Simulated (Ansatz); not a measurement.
CH7AsOSi, SMILES `C[SiH2][AsH]O` at its PBE0-D4/def2-TZVP geometry, where that method's forces vanish. Charge 0, multiplicity 1.

```xyz
11

C    -1.4862   -0.3259    0.1609
Si    0.0838    0.0641    1.0948
As    1.8071    0.7651   -0.3804
O     1.3947   -0.4815   -1.6393
H    -1.9055    0.5809   -0.2800
H    -2.2347   -0.7711    0.8207
H    -1.2666   -1.0281   -0.6460
H     0.5840   -1.1333    1.8239
H    -0.1087    1.1628    2.0840
H     0.9246    1.8844   -0.9453
H     2.2075   -0.7174   -2.0931
```

Problem. What forces (eV/Å) does PBE-D4/def2-TZVPP give on these atoms in the Gaussian-basis code of Ansatz? (An estimate is asked.)

Solution. Computed: 
```
C1  -0.003 -0.003  0.026
Si2  0.005  0.028  0.007
As3  0.486  0.277  0.389
O4  -0.571 -0.318 -0.218
H5  -0.079  0.164 -0.084
H6  -0.148 -0.089  0.112
H7   0.031 -0.132 -0.150
H8   0.055 -0.125  0.080
H9  -0.020  0.111  0.112
H10 -0.171  0.188 -0.077
H11  0.413 -0.102 -0.197
```
